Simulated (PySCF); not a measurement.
The same groups moved round the core (propene chloro+silyl). Isolated molecules, 0 K electronic values unless said otherwise. One relaxed conformer stands for each flexible species; it need not be the lowest. Strings in code marks are SMILES.

Quantity: electronic energy of isomers of C3H7ClSi relative to `C/C(Cl)=C/[SiH3]`, in kcal/mol.

Case: `C/C([SiH3])=C\Cl`. Geometry of `C/C([SiH3])=C\Cl` (neutral, multiplicity 1, Å):

```xyz
12

C      0.8824    -1.1946    -0.2295
C      0.2208     0.1263     0.0266
Si    -1.6436     0.1997     0.0274
C      0.8710     1.2570     0.2548
Cl     2.6003     1.4180     0.2993
H      0.5848    -1.5893    -1.2034
H      0.5722    -1.9292     0.5167
H      1.9672    -1.1205    -0.2069
H     -2.1841    -0.7087     1.0637
H     -2.0861     1.5838     0.2976
H     -2.1668    -0.2449    -1.2841
H      0.3818     2.2022     0.4379
```

**Question.** Give the electronic energy of isomers of C3H7ClSi relative to `C/C(Cl)=C/[SiH3]` at the level CAM-B3LYP-D3(BJ)/def2-TZVP (PySCF).

**Answer.** 1.92 kcal/mol.
